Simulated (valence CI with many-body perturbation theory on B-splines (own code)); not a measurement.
## Questions on Ba51+

Calculated by relativistic CI+MBPT: three valence electrons over a frozen Dirac-Fock core [He], radial functions for each j: 11 s, 11 p, 10 d, 8 f, 5 g, 2 h, with the one-electron correlation potential Σ1 (screened to all orders), the two-electron term Σ2, the three-electron term Σ3, Breit, model QED; selected single and double excitations, second order for the rest, scaled by the run's own slope (own B-spline code, finite nucleus).

No measured spectrum was set against this ion. As an estimate, large intervals hold to a few tenths of a per cent, small ones and those within an open d or f shell to about a per cent.

Levels are named by their leading jj configuration (3d3/2^4 stands for four electrons in 3d with j = 3/2), which in mixed levels can hold well under half, so a name can repeat and another be missing.

Rates and lifetimes use the calculated energies. Strong lines usually hold to 10 to 20 %, long lifetimes can be off by a factor of two.

Question: What is the ground level?

Answer: (2s^2 2p1/2) J=1/2, composition 100 % 2s2 2p 2P°, g = 0.639.

Question: What is the ionisation energy?

Answer: 10018 eV; NIST lists 10023 ± 4 eV (theoretical).

Question: Among levels below 65703 × 10³ cm⁻¹, which E1 lines absorb most strongly from the ground level?

Answer: to (2s^2 3d3/2) J=3/2 at 0.2119 nm, f = 0.521; to (2s 2p1/2 3p1/2) J=3/2 at 0.2134 nm, f = 0.266; to (2s 2p1/2 3p3/2) J=3/2 at 0.2084 nm, f = 0.183.

Question: How well does LS coupling describe the low levels?

Answer: Among the lowest 20 levels the leading LS term, summed over configurations, holds 76 % on average. For single configurations the figures are 76 % in LS and 99 % in jj coupling. Terms mix most in the J = 3/2 level at 6533.3 × 10³ cm⁻¹, where the leading one holds 47 %.

Question: Where does the other parity begin?

Answer: At (2s 2p1/2^2) J=1/2, 1393.3 × 10³ cm⁻¹.
